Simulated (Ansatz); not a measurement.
BGeH$_{7}$Si, SMILES `B[SiH2][GeH3]`: the same geometry under several functionals.

```yaml
crystal:
  periodic: [false, false, false]
  atoms:
    - {symbol: B, position_ang: [-1.599866, 0.457363, -0.908754]}
    - {symbol: Si, position_ang: [0.312981, 0.845258, -0.548144]}
    - {symbol: Ge, position_ang: [0.883796, -0.904156, 0.992565]}
    - {symbol: H, position_ang: [-1.917781, -0.309778, -1.768774]}
    - {symbol: H, position_ang: [-2.458095, 0.893410, -0.199844]}
    - {symbol: H, position_ang: [0.585568, 2.136909, 0.139550]}
    - {symbol: H, position_ang: [1.224395, 0.710513, -1.717228]}
    - {symbol: H, position_ang: [0.661909, -2.286705, 0.356962]}
    - {symbol: H, position_ang: [0.025830, -0.812070, 2.265356]}
    - {symbol: H, position_ang: [2.364462, -0.782046, 1.391412]}
basis:
  gaussian: {orbitals: def2-TZVPP}
hamiltonian: {xc: hse06, dispersion: d4}
output: {orbitals: {seedname: orbitals}}
```

```sh
$ ansatz run in.yaml --threads 2 --pin off --events-out ev --progress --plain --max-ram 4352MiB
```

Output, abridged:

```
Functional definition: HSE06
1274 factors; their error is unknown
123 factors; integrals over basis functions are off by at most 4.7e-7 eV
mean field evaluation 1: about -65171.7191 eV, gradient 2.5e1 eV
mean field evaluation 2: about -65171.9901 eV, gradient 2.4e1 eV
mean field evaluation 4: about -65173.3326 eV, gradient 1.1e0 eV
mean field evaluation 8: about -65173.6166 eV, gradient 2.8e-1 eV
mean field evaluation 16: about -65173.6167 eV, gradient 2.1e-5 eV
mean field -65173.61667406 eV, -2395.0862365077 hartree, gradient 2.1e-5 eV, S^2 0.000000; 0 other end points of the search recorded, 0 dependent functions left out
reference -65173.61672383 eV, -2395.0862383365 hartree; 29, 29 occupied and 190, 190 virtual orbitals, 1274 factors
Total energy: -65173.76956651 eV, -2395.0918552015 hartree
```

It took 4.6 s on 2 threads of an Arm Neoverse V1 on a shared host, with 0.53 GiB of host memory at the peak.

With the line `hamiltonian: {xc: {name: revPBE}, dispersion: d4}` (abridged; 2.9 s):

```
Functional definition: revPBE
mean field evaluation 16: about -65179.2979 eV, gradient 3.2e-5 eV
mean field -65179.29791504 eV, -2395.2950182627 hartree, gradient 3.2e-5 eV, S^2 0.000000
Total energy: -65179.80803310 eV, -2395.3137647558 hartree
```

The same input with `hamiltonian: {xc: {name: CAM-B3LYP}, dispersion: d4}` (abridged; 5.5 s):

```
Functional definition: CAM-B3LYP
mean field evaluation 16: about -65188.3138 eV, gradient 2.1e-5 eV
mean field -65188.31378997 eV, -2395.6263455551 hartree, gradient 2.1e-5 eV, S^2 0.000000
Total energy: -65188.48120608 eV, -2395.6324979840 hartree
```

Changing it to `hamiltonian: {xc: pbe, dispersion: d4}` and forces (abridged; 3.6 s):

```
Functional definition: PBE
mean field evaluation 16: about -65171.1594 eV, gradient 1.2e-4 eV
mean field -65171.15940664 eV, -2394.9959335954 hartree, gradient 2.1e-5 eV, S^2 0.000000
Total energy: -65171.34941503 eV, -2395.0029162753 hartree
Atom 0 force     0.136181     0.008252     0.040975 eV/Å
Atom 1 force    -0.190630     0.022947    -0.083455 eV/Å
Atom 2 force    -0.044821     0.006967    -0.020519 eV/Å
Atom 3 force    -0.028998    -0.083272    -0.093752 eV/Å
Atom 4 force    -0.088025     0.049443     0.079121 eV/Å
Atom 5 force     0.047312     0.121450     0.088838 eV/Å
Atom 6 force     0.113869    -0.027721    -0.105458 eV/Å
Atom 7 force    -0.017132    -0.125981    -0.056917 eV/Å
Atom 8 force    -0.075579     0.008175     0.116994 eV/Å
Atom 9 force     0.147822     0.019739     0.034174 eV/Å
Dipole moment:     0.017696     0.014132    -0.004731 e Å
```

The same input with `hamiltonian: {xc: {name: PBE-QIDH}}` (abridged; 8 s):

```
Functional definition: PBE-QIDH
mean field evaluation 16: about -65157.3892 eV, gradient 3.9e-4 eV
mean field -65157.38923161 eV, -2394.4898889969 hartree, gradient 6.6e-6 eV, S^2 0.000000
15 core orbitals not correlated: weight in the atoms' cores, before any rotation towards them, 1.000 or more for the frozen orbitals, at most 0.000 for the correlated occupied ones
second order -15.33613446 eV of doubles, -0.00000000 eV of singles
Total energy: -65162.50129170 eV, -2394.6777537404 hartree
```

The same input with `hamiltonian: {xc: {name: B2PLYP}}` (abridged; 7.5 s):

```
Functional definition: B2PLYP
mean field evaluation 16: about -65166.7001 eV, gradient 8.2e-5 eV
mean field -65166.70014299 eV, -2394.8320586792 hartree, gradient 6.6e-6 eV, S^2 0.000000
15 core orbitals not correlated: weight in the atoms' cores, before any rotation towards them, 1.000 or more for the frozen orbitals, at most 0.000 for the correlated occupied ones
second order -16.54556338 eV of doubles, -0.00000000 eV of singles
Total energy: -65171.16763570 eV, -2394.9962360080 hartree
```

HSE06 is the plane-wave form, built on full-range PBE exchange.
